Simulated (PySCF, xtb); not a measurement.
C₂H₅FO₂Si, SMILES C[Si@H](F)OC=O.

GFN2-xTB in xtb at its own geometry gives an orbital gap of 4.76 eV and a dipole moment of 0.87 D.

Geometry optimised at B3LYP-D3(BJ)/def2-SVP. The structure was generated by enumeration; whether it is a known compound was not checked. Other conformers were not sampled.

**Question.** What does PBE/def2-TZVP in PySCF give? (The exact figures need the calculation; the answer reports its results.)

**Answer.** gap 5.32 eV (levels -6.92 and -1.60 eV), dipole 0.82 D.
